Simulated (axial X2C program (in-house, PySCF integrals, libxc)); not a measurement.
**ZnSi⁺: properties at the nuclei**

Calculated with an in-house all-electron X2C program for linear molecules (integrals from PySCF): two-component X2C with atomic mean-field Coulomb and Gaunt terms, Gaussian nuclei, basis Zn dyall-cv3z, Si dyall-v3z with contracted cores.

R = 2.515 Å (near the PBE0 minimum at charge 1 of the determinant lowest at the starting distance; the state shown can have its own minimum elsewhere).

Determinant lowest in the PBE0 search, Ω = 1/2 (⟨Sz⟩ = -0.50, ⟨Lz⟩ = 1.00 at PBE0), spin on the atoms Zn 0.01, Si -0.51:

```tsv
level	Eeff magnitude (GV/cm)	Ws magnitude Zn (kHz)	A∥/gI Zn (MHz)	qzz Zn (a.u.)	A∥/gI Si (MHz)	qzz Si (a.u.)
PBE0	0.145	0.116	456	-0.06	652	-0.21
HF	0.365	0.271	-483	-0.32	567	-0.23
BHandHLYP	0.142	0.111	391	-0.12	628	-0.14
BP86	0.102	0.0802	363	0.08	651	-0.18
PBE50	0.197	0.157	574	-0.18	638	-0.22
```

Determinant 0.02 eV from it at PBE0 and this distance, Ω = 3/2 (⟨Sz⟩ = 0.50, ⟨Lz⟩ = 1.00 at PBE0), spin on the atoms Zn -0.01, Si 0.51:

| level | Eeff magnitude (GV/cm) | Ws magnitude Zn (kHz) | A∥/gI Zn (MHz) | qzz Zn (a.u.) | A∥/gI Si (MHz) | qzz Si (a.u.) |
| --- | --- | --- | --- | --- | --- | --- |
| PBE0 | 0.153 | 0.0411 | -121 | -0.06 | 106 | -0.21 |
| HF | 0.329 | 0.0766 | 182 | -0.33 | 128 | -0.23 |
| BHandHLYP | 0.154 | 0.041 | -104 | -0.12 | 125 | -0.15 |
| BP86 | 0.108 | 0.0286 | -82.5 | 0.07 | 111 | -0.19 |
| PBE50 | 0.209 | 0.0562 | -165 | -0.18 | 108 | -0.22 |

Eeff is the effective electric field on the electron electric dipole moment in this Ω state and Ws the scalar–pseudoscalar constant of the nucleus named (defined with the proton number Z and per Ω); A∥ (defined per Ω) follows by multiplying with gI = μI/(I μN); qzz is the electric field gradient, eQq0 = 234.96 MHz × Q/barn × qzz. The operators were transformed with the bare-nucleus X2C matrices; with these basis sets, hyperfine constants and field gradients can be off by tens of per cent, and where levels differ in sign neither size nor sign is settled.

Question: With gI(29Si) = -1.1106 (g factors from the IAEA table of nuclear moments by Stone), turn the PBE0 values of the first state into constants in MHz.

Answer: A∥(29Si) = 652 × -1.1106 = -724 MHz.

Each state is one determinant with collinear spin. Unrestricted Hartree–Fock can overshoot spin polarisation at the nuclei. In the state Ω = 1/2 the sign of Eeff differs between levels (HF against PBE0). In the state Ω = 3/2 the sign of Eeff differs between levels (HF against PBE0). Where Eeff spreads by more than a factor of two the levels disagree and none is to be relied on. The search compared states at one distance, so a state with another bond length can lie lower. The sign of Ws at Zn differs between levels in the first state. The sign of Ws at Zn differs between levels in the second state. Further determinants of the search, some of them spin-mixed, are not shown. Where a field gradient or hyperfine factor spreads by more than a factor of two over the levels, a constant derived from it is not to be relied on. PBE0 term energies can be off by some tenths of an eV.
